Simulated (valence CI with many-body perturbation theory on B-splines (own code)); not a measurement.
## V2+: electric-dipole lines

Calculated by configuration interaction combined with many-body perturbation theory (CI+MBPT): three valence electrons over a frozen Dirac-Fock core [Ar], radial functions for each j: 7 s, 7 p, 8 d, 6 f, 4 g, 1 h, with the one-electron correlation potential Σ1 (screened to all orders), the two-electron term Σ2, the three-electron term Σ3, Breit, model QED; selected single and double excitations, second order for the rest, scaled by the run's own slope (own B-spline code, finite nucleus).

Against 62 measured levels this calculation errs by 1108 cm⁻¹ on average and by 2012 at most. These come from a selection out of Sugar and Corliss, J. Phys. Chem. Ref. Data 7, 1191 (1978). Levels without a partner in it may be off by more, other configurations by 1,000 to 8,000 cm⁻¹. 2 measured levels below the end of the list, from 89458 cm⁻¹ on, found no clear computed partner, and computed levels of the same name lie up to 2347 cm⁻¹ from them.

Lines 51 to 100 of 463 in falling wavelength, among levels below 170090 cm⁻¹, chosen from the strongest by gf and those to the six lowest levels. Wavelengths and rates use the calculated energies, so an error of 1000 cm⁻¹ moves a line at 3104 Å by 3.1 % and its rate by three times that or more. Electric multipoles are in the length gauge, E1 and E2 with the static RPA response of the core. Weak lines are less certain than strong ones. Lines between different terms over intervals too small for the method are left out, as are lines whose strength nearly cancels. Where a level lies close to another of its J and parity, the split of strength between their lines is uncertain. The highest levels of a list are the least certain.

Names give the largest LS component (configuration and term), which can be under half, so a name can repeat, a term be missing and a line seem to break the LS rules; names also repeat where a configuration has a term twice. Letters in brackets count levels of one name in rising energy.

```
λ vac (Å)  λ from measured levels              Upper              Lower   A (s⁻¹)  S (a.u.)
     6341                          3d²5p ²F°_5/2 [a]   3d²4d ²G_7/2 [a]  1.85e+07  1.40e+01
     6320                             3d4s4p ⁴F°_9/2       3d²5s ⁴F_9/2  1.21e+07  1.51e+01
     6315                             3d4s4p ²D°_5/2   3d²4d ²G_7/2 [a]  1.02e+07  7.61e+00
     6313                              3d²5p ⁴D°_1/2       3d²5s ⁴F_3/2  6.24e+07  1.55e+01
     6308                          3d²5p ²F°_7/2 [a]   3d²4d ²G_9/2 [a]  3.06e+07  3.03e+01
     6294                              3d²5p ⁴D°_3/2       3d²5s ⁴F_5/2  3.82e+07  1.88e+01
     6291                              3d²5p ²G°_9/2  3d²4d ²H_11/2 [a]  4.61e+07  5.66e+01
     6285                              3d²5p ²G°_7/2   3d²4d ²H_9/2 [a]  4.96e+07  4.86e+01
     6273                              3d²5p ⁴D°_5/2       3d²5s ⁴F_7/2  2.49e+07  1.82e+01
     6012                          3d²5p ²F°_5/2 [b]   3d²4d ²G_7/2 [b]  5.09e+07  3.27e+01
     5989                              3d²5p ⁴D°_7/2   3d²4d ⁴P_5/2 [a]  2.10e+07  1.78e+01
     5944                              3d²5p ⁴D°_5/2   3d²4d ⁴P_3/2 [a]  1.26e+07  7.85e+00
     5941                          3d²5p ²F°_7/2 [b]   3d²4d ²G_9/2 [b]  5.37e+07  4.45e+01
     5900                              3d²5p ²G°_7/2   3d²4d ²G_7/2 [a]  1.63e+07  1.32e+01
     5880                              3d²5p ²G°_9/2   3d²4d ²G_9/2 [a]  1.46e+07  1.47e+01
     5671                              3d²5p ²D°_5/2   3d²4d ²P_3/2 [a]  1.55e+07  8.36e+00
     5613                             3d4s4p ⁴D°_7/2   3d²4d ⁴D_7/2 [a]  9.05e+06  6.32e+00
     5539                          3d²5p ²F°_5/2 [b]   3d²4d ²F_5/2 [b]  1.66e+07  8.33e+00
     5534                          3d²5p ²F°_7/2 [b]   3d²4d ²F_7/2 [b]  1.51e+07  1.01e+01
     5425                              3d²5p ⁴F°_7/2   3d²4d ⁴D_5/2 [a]  9.43e+06  5.94e+00
     5405                              3d²5p ⁴F°_9/2   3d²4d ⁴D_7/2 [a]  8.96e+06  6.99e+00
     5396                              3d²5p ⁴G°_5/2       3d²4d ⁴H_7/2  5.98e+07  2.78e+01
     5386                              3d²5p ⁴G°_7/2       3d²4d ⁴H_9/2  5.02e+07  3.09e+01
     5370                              3d²5p ⁴G°_9/2      3d²4d ⁴H_11/2  4.90e+07  3.75e+01
     5340                             3d²5p ⁴G°_11/2      3d²4d ⁴H_13/2  6.82e+07  6.15e+01
     5325                              3d²5p ⁴F°_9/2      3d²4d ⁴H_11/2  8.66e+06  6.46e+00
     5324                              3d²5p ⁴G°_7/2       3d²4d ⁴H_7/2  9.16e+06  5.46e+00
     5300                              3d²5p ⁴G°_9/2       3d²4d ⁴H_9/2  1.11e+07  8.12e+00
     5297                              3d²5p ⁴F°_3/2       3d²4d ⁴G_5/2  3.11e+07  9.13e+00
     5289                              3d²5p ⁴G°_7/2       3d²4d ⁴G_9/2  1.92e+07  1.12e+01
     5282                              3d²5p ⁴F°_5/2       3d²4d ⁴G_7/2  3.22e+07  1.41e+01
     5277                              3d²5p ⁴G°_9/2      3d²4d ⁴G_11/2  2.00e+07  1.45e+01
     5268                             3d²5p ⁴G°_11/2      3d²4d ⁴H_11/2  9.57e+06  8.29e+00
     5258                              3d²5p ⁴F°_7/2       3d²4d ⁴G_9/2  2.64e+07  1.52e+01
     5253                              3d²5p ⁴G°_5/2       3d²4d ⁴G_5/2  2.12e+07  9.09e+00
     5235                              3d²5p ⁴F°_9/2      3d²4d ⁴G_11/2  2.79e+07  1.97e+01
     5231                              3d²5p ⁴G°_7/2       3d²4d ⁴G_7/2  1.19e+07  6.74e+00
     5206                              3d²5p ⁴G°_9/2       3d²4d ⁴G_9/2  1.04e+07  7.23e+00
     5179                             3d²5p ⁴G°_11/2      3d²4d ⁴G_11/2  1.48e+07  1.22e+01
     5178                          3d²5p ²F°_5/2 [a]   3d²4d ²F_5/2 [a]  1.74e+07  7.17e+00
     5142                          3d²5p ²F°_7/2 [a]   3d²4d ²F_7/2 [a]  2.84e+07  1.53e+01
     5070                              3d²5p ²D°_3/2   3d²4d ²F_5/2 [a]  2.45e+07  6.31e+00
     5047                              3d²5p ²D°_5/2   3d²4d ²F_7/2 [a]  1.41e+07  5.38e+00
     5026                              3d²5p ⁴D°_7/2   3d²4d ⁴D_7/2 [a]  2.00e+07  1.00e+01
     3104                    3036      3d²4p ²S°_1/2       3d²4s ²P_3/2  1.15e+08  3.38e+00
     2632                    2596  3d²4p ²F°_7/2 [a]       3d²4s ²F_7/2  2.20e+08  1.58e+01
     2629                    2594  3d²4p ²F°_5/2 [a]       3d²4s ²F_5/2  2.34e+08  1.26e+01
     2587                          3d²4p ²D°_5/2 [a]       3d²4s ²F_7/2  1.21e+08  6.19e+00
     2580                    2549  3d²4p ²D°_3/2 [a]       3d²4s ²F_5/2  1.85e+08  6.26e+00
     2562                          3d²4p ²G°_7/2 [b]       3d²4s ²G_7/2  2.75e+08  1.83e+01
```
